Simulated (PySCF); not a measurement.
Computed shifts of a molecule C4H5FSi, PBE0/pcSseg-1 in PySCF, GIAO, gas phase, atoms alike by connectivity averaged where their shifts nearly agree, in ppm (number of nuclei): ¹³C: 152.0 (1), 137.8 (1), 96.1 (1), 85.6 (1). ²⁹Si: -5.7 (1). ¹⁹F: -231.4 (1). ¹H: 6.88 (1), 6.66 (1), 5.73 (2), 3.72 (1). References: ¹³C against TMS (σ = 186.3 ppm); ²⁹Si against TMS (σ = 352.7 ppm); ¹⁹F against CFCl3 (σ = 167.2 ppm); ¹H against TMS (σ = 31.56 ppm), references at their B3LYP-D3(BJ)/def2-TZVP geometries, non-relativistic. Coordinates come from a ωB97X-D3(BJ)/def2-SVP optimisation. One conformer was computed; it need not be the lowest.

Pick the molecule that these values belong to.
A. C#CC(=C)[SiH2]F
B. C#C/C=C\[SiH2]F
C. C#C/C=C(/F)[SiH3]
D. FC1=CC=C[SiH2]1

B, C#C/C=C\[SiH2]F
